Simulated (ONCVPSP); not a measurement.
## Which change was made? (Ge, ONCV)

* Element: Ge
* Generator: ONCVPSP 4.0.1
* Type: optimised norm-conserving Vanderbilt (ONCV)
* Functional: PBE
* Relativity: scalar-relativistic
* Frozen core: [Ar] 3d10
* Valence charge: 4
* Reference configuration: 4s1 4p3
* Partial waves: 4s: rc 1.80 bohr, ncon 3, nbas 8, qcut 3.1 1/bohr, 2 projectors, debl 0.9 Ha; 4p: rc 1.75 bohr, ncon 5, nbas 9, qcut 5.3 1/bohr, local; d scattering state at 0.23 Ha: rc 1.75 bohr, ncon 4, nbas 8, qcut 5.3 1/bohr, 3 projectors, debl 1.1 Ha
* Local potential: the p channel
* Core correction: Teter function, fcfact 4, rcfact 1.75

Cutoffs, loose and tight: the cutoffs (Ha) at which the residual kinetic energy of the hardest occupied pseudo-wave falls to 1 and 0.1 mHa per electron. They do not see the model core or the augmentation charge, which bear on the density cutoff. Test errors are all-electron minus pseudo excitation energies from the reference, over the configurations 4s2 4p2; 4s2 4p1; 4s2 4p0; 4s2 4p1.5; variants that change the core or the reference have their own tests.

The base gives: outcome: generated; cutoff, loose: 28 Ha; cutoff, tight: 66 Ha; bound ghosts: d; GHOST(+) flags above zero: s, d; largest test error (meV): -346.

(1) After one change the result is: outcome: generated; cutoff, loose: 7.6 Ha; cutoff, tight: 54 Ha; bound ghosts: d; GHOST(+) flags above zero: d; largest test error (meV): -340. Which change was it?
A. core correction polynomial model core, fcfact 0.6
B. s: qcut 3.7; p: qcut 6.3; d: qcut 6.3
C. core [Ar], valence charge 14; reference 3d10 4s2; waves now 4s: rc 1.60 bohr, ncon 5, nbas 8, qcut 5.1 1/bohr, 2 projectors, debl 3.3 Ha; p scattering state at 0.21 Ha: rc 1.65 bohr, ncon 4, nbas 9, qcut 5.4 1/bohr, 1 projector; 3d: rc 1.10 bohr, ncon 4, nbas 9, qcut 11.5 1/bohr, 1 projector; f scattering state at 0.24 Ha: rc 1.45 bohr, ncon 4, nbas 7, qcut 7.9 1/bohr, 1 projector; local potential polynomial inside 1.00 bohr (lpopt 3, dvloc0 6 Ha)

Answers

(1) B. The others give: core [Ar], valence charge 14; reference 3d10 4s2; waves now 4s: rc 1.60 bohr, ncon 5, nbas 8, qcut 5.1 1/bohr, 2 projectors, debl 3.3 Ha; p scattering state at 0.21 Ha: rc 1.65 bohr, ncon 4, nbas 9, qcut 5.4 1/bohr, 1 projector; 3d: rc 1.10 bohr, ncon 4, nbas 9, qcut 11.5 1/bohr, 1 projector; f scattering state at 0.24 Ha: rc 1.45 bohr, ncon 4, nbas 7, qcut 7.9 1/bohr, 1 projector; local potential polynomial inside 1.00 bohr (lpopt 3, dvloc0 6 Ha) → outcome: generated, projector energies reset by the program; cutoff, loose: 81 Ha; cutoff, tight: 248 Ha; bound ghosts: s; GHOST(+) flags above zero: none; largest test error (meV): -362 | core correction polynomial model core, fcfact 0.6 → outcome: generated; cutoff, loose: 28 Ha; cutoff, tight: 66 Ha; bound ghosts: d; GHOST(+) flags above zero: s, d; largest test error (meV): -34.
